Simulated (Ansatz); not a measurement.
`[GaH2][AsH2]` + CH₃SH → `CS[AsH2]` + `[GaH3]` at 500 K and 1 bar (cleavage of the As–Ga bond).

Isolated molecules relaxed with PBE0-D4/def2-TZVP in Ansatz; ΔE leaves out vibrations. CCSD(T)/CBS adds triple-zeta CCSD(T) − MP2 to the extrapolated MP2 energy (def2 sets, frozen cores). This one scheme is used for every species. For As, Ga outer-core shells are correlated without core-valence functions, which leaves a few kJ/mol of doubt a bond. Scalar relativity is left out up to krypton.

```
       species  CCSD(T)/CBS energy (Eh)  H − E (kJ/mol)  S (J/(mol·K))
`[GaH2][AsH2]`              -4161.33979           107.4          346.0
         CH₃SH               -438.22835           145.1          283.7
    `CS[AsH2]`              -2673.84263           179.4          372.7
      `[GaH3]`              -1925.70545            69.3          243.1
```

H − E and S are ideal-gas, rigid-rotor, harmonic terms from PBE0-D4/def2-TZVP. 1 Eh = 2625.50 kJ/mol, R = 8.31446 J/(mol·K).

Problem. By hand: ΔE, ΔH, ΔS and ΔG.

Solution. ΔE = (-2673.84263) + (-1925.70545) − (-4161.33979) − (-438.22835) = 0.02006 Eh = 52.7 kJ/mol. Δ(H − E) = 179.4 + 69.3 − 107.4 − 145.1 = -3.8, so ΔH = 48.9 kJ/mol. ΔS = 372.7 + 243.1 − 346.0 − 283.7 = -13.9 J/(mol·K). ΔG = 48.9 − 500 × (-13.9)/1000 = 55.9 kJ/mol.

Problem. By hand: the equilibrium constant, and the temperature at which ΔG would vanish if ΔH and ΔS stayed fixed.

Solution. log₁₀ K = −ΔG/(RT ln 10) = -5.8. ΔH and −TΔS have one sign here, so there is no such temperature.

The number of gas molecules stays the same, so ΔS is small and ΔH decides. A doubt of 5 kJ/mol in ΔE shifts log₁₀ K by 0.5 here. Modes under 60 cm⁻¹, often nearly free rotors, make the harmonic entropy too high. These are equilibria of isolated gas molecules and say nothing of rates. Largest T1 diagnostic: 0.013 (customary marks: 0.02 for closed shells, 0.045 for open ones).
